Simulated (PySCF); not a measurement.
Ionisation energy of Nb²⁺ by level of theory

Nb²⁺ [Kr] 4d3 (4F) → Nb³⁺ [Kr] 4d2 (3F), as a difference of total energies. Computed with PySCF 2.14 in ANO-RCC-VTZP, with scalar relativity by spin-free X2C-1e. Correlated levels: valence: [Kr] frozen; valence and next inner shell: [Ar] 3d10 frozen. The calculations carry no spin-orbit coupling.

```
                                method  ionisation energy (eV)
                                   UHF                  24.286
                                   LDA                  25.683
                                   PBE                  25.569
                                  PBE0                  25.478
                                r2SCAN                  25.529
                                 B3LYP                  25.432
                                M06-2X                  25.155
                                 M06-L                  25.301
                         MP2 (valence)                  24.601
                     SCS-MP2 (valence)                  24.391
    MP2 (valence and next inner shell)                  25.097
SCS-MP2 (valence and next inner shell)                  24.879
```

A first-order spin-orbit estimate (lowest level to lowest level, LS coupling) adds -0.025 eV.

Errors of the correlated levels include the incompleteness of this basis and the frozen core.

Task: Which method comes closest to the reference value, and which is furthest?

Result: The reference is 25.04 eV (semi-empirical (NIST evaluation); NIST Atomic Spectra Database, ionization energies). Closest: MP2 (valence and next inner shell) (error 0.033 eV); furthest: UHF (error -0.779 eV), both after the spin-orbit estimate.
